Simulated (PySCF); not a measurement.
**Unknown compound**

Molecular formula: C$_{7}$H$_{11}$BO$_{2}$. Simulated spectra:

¹H NMR (500 MHz, computed): δ 7.75 (d, 1H), 5.80 (d, 1H), 3.72 (br, 2H), 2.92 (m, 1H), 2.48 (m, 2H), 2.08 (m, 1H), 2.08 (m, 1H), 2.03 (m, 2H).

¹³C{¹H} NMR (computed): δ 207.6 (C), 185.4 (CH), 101.6 (CH), 41.5 (CH), 25.8 (CH2), 17.8 (CH2).

- σ from GIAO-PBE0/pcSseg-1
- PBE0-D3(BJ)/def2-SVP structure
- program: PySCF
- non-relativistic Hamiltonian, one conformer, gas phase, one averaged value for each set of equivalent atoms

δ = σ(ref) − σ, references computed at the same level: TMS for ¹H (σ = 31.27 ppm) and ¹³C (σ = 184.41 ppm).

Question: Deduce the structure.

Answer: 
- 6 carbon signals for 7 carbons: some carbons are equivalent by symmetry or fast rotation.
- Carbon types of the structure: 1 × C, 3 × CH, 3 × CH2, leaving 2 H on heteroatoms.
- δC 207.6: ketone carbonyl carbon; the double bond to the heteroatom, with no lone-pair donor beside it, deshields it most.
- δC 185.4: alkene carbon bearing oxygen; an sp2 carbon further deshielded by the attached heteroatom.
- δC 101.6: β carbon of an enol-ether or enamine type C=C; the O or N lone pair pushes π density onto this β carbon and shields it.
- δC 41.5: sp3 CH α to a carbonyl; α to the electron-withdrawing carbonyl group.
- δC 25.8, 17.8: sp3 CH2 in a ring; aliphatic region, no heteroatom directly attached.
- δH 5.80: hydrogen on a β carbon of an enol-ether or enamine type C=C; olefinic region.
- δH 2.92: hydrogen on an sp3 CH α to a carbonyl; α to C=O.

These data were computed for SMILES [BH2-]1OC=CC(C2CCC2)=[O+]1.

This is the structure that produced the data.

Hydrogens on boron are broadened and split by ¹¹B (spin 3/2, 80 %) and 10B (spin 3). Shifts are as computed. Against solution values, carbons near 30 ppm lie about +2 ppm off and those near 130 ppm about +5 ppm. Of 1313 compounds with measured shifts, 239 miss one by over three times the rms of a fit or turn the order of signals round; such compounds aren't used in these exercises. Multiplicities follow the n + 1 count of equivalent neighbours, as no J values were calculated; m marks all less simple cases, F and P coupling included.
